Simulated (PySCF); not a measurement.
W(O)(F)4 cation (F4OW), SMILES [F][W]([F])([F])([F])=[O] (connectivity only; charge and spin as stated), charge +1, multiplicity 2.

Geometry optimised at PBE0-D3(BJ)/def2-SVP. The spin state was assumed, not searched. The isomer is the one that the SMILES or the coordinates give; other isomers of the formula were not compared. The def2 effective core potentials stand for the cores of W; spin–orbit coupling is left out.

These are r2SCAN/def2-TZVP (PySCF) values and carry that method's errors.

The molecule is in vacuum.

```
Property                                                            Value
------------------------------------------------  -----------------------
total energy                                           -541.58011 hartree
point group                                                           C2v
α spin, highest occupied and lowest empty level      -16.91 and -11.52 eV
β spin, highest occupied and lowest empty level      -16.29 and -13.73 eV
dipole moment about the centre of nuclear charge                   0.55 D
mean static polarisability                           39.3 bohr³ (5.83 Å³)
polarisability, principal values                   35.4, 40.3, 42.3 bohr³
⟨S²⟩                                              0.761 (pure state 0.75)
```
